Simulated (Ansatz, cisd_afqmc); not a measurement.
Species: Si, charge 0, triplet.

Total energies in aug-cc-pV(T+d)Z, 4 correlated electrons, 5 frozen orbitals. Radicals and triplets start from unrestricted determinants; spin-orbit coupling is neglected. Cores are frozen in correlated methods. No relativity. The Monte Carlo rows (phaseless AFQMC, CISD trial, step 0.005/hartree) carry one-sigma bars that omit the constraint's bias. Outlying blocks are dropped, and bars are widened where a walk drifts. Over all cases where full CI ran beside it in this data, AFQMC minus full CI had a median of +0.1 mEh and passed +0.4 mEh in a tenth of the cases. Full CI freezes restricted core orbitals and the other rows unrestricted ones, which leaves a small offset even where coupled cluster is exact.

| method | program | energy (Eh) | error against FCI (mEh) |
|---|---|---|---|
| HF | Ansatz | -288.85669 | 78.28 |
| MP2 | Ansatz | -288.91339 | 21.59 |
| CCSD | Ansatz | -288.93156 | 3.41 |
| CCSD(T) | Ansatz | -288.93415 | 0.82 |
| CCSDT(Q) | Ansatz | -288.93501 | -0.04 |
| CCSDTQ | Ansatz | -288.93503 | -0.05 |
| AFQMC/CISD | cisd_afqmc | -288.9348 ± 0.0002 | 0.2 ± 0.2 |
| FCI | Ansatz | -288.93497 | 0.00 |

Ansatz is an electronic-structure program.
